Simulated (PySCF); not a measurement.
# Working with the constants of CuSe

PBE0 constants of CuSe, ²Π (doublet), unpaired electrons π ↑ (basis Cu x2c-TZVPPall, Se x2c-TZVPPall; spin-free X2C with a Gaussian nucleus; PySCF 2.14; masses 62.9296 and 79.9165 u):

| Item | Value |
| --- | --- |
| ωe | 298.7 cm⁻¹ |
| ωexe | 0.937 cm⁻¹ |
| Be | 0.10074 cm⁻¹ |
| αe | 0.000472 cm⁻¹ |
| D (centrifugal) | 4.58e-08 cm⁻¹ |
| De to Cu (3d10 4s1) + Se | 2.60 eV |

Give the vibrational terms G(v) and spacings up to v = 6.

G(v) = ωe(v+½) − ωexe(v+½)².

| v | G(v) (cm⁻¹) | G(v) − G(v−1) | Bv (cm⁻¹) |
| --- | --- | --- | --- |
| 0 | 149.1 |  | 0.1005 |
| 1 | 445.9 | 296.8 | 0.1000 |
| 2 | 740.9 | 295.0 | 0.0996 |
| 3 | 1034.0 | 293.1 | 0.0991 |
| 4 | 1325.2 | 291.2 | 0.0986 |
| 5 | 1614.5 | 289.3 | 0.0981 |
| 6 | 1902.0 | 287.5 | 0.0977 |

How well does the Morse estimate ωe²/(4ωexe) reproduce De, and what is D0?

It gives 2.95 eV, 114 % of the computed De. D0 = De − G(0) = 2.60 − 0.02 = 2.58 eV.

Spin–orbit coupling is left out. The state is the lowest single determinant that the PBE0 search found; with open d or f shells the true ground state can be another one.
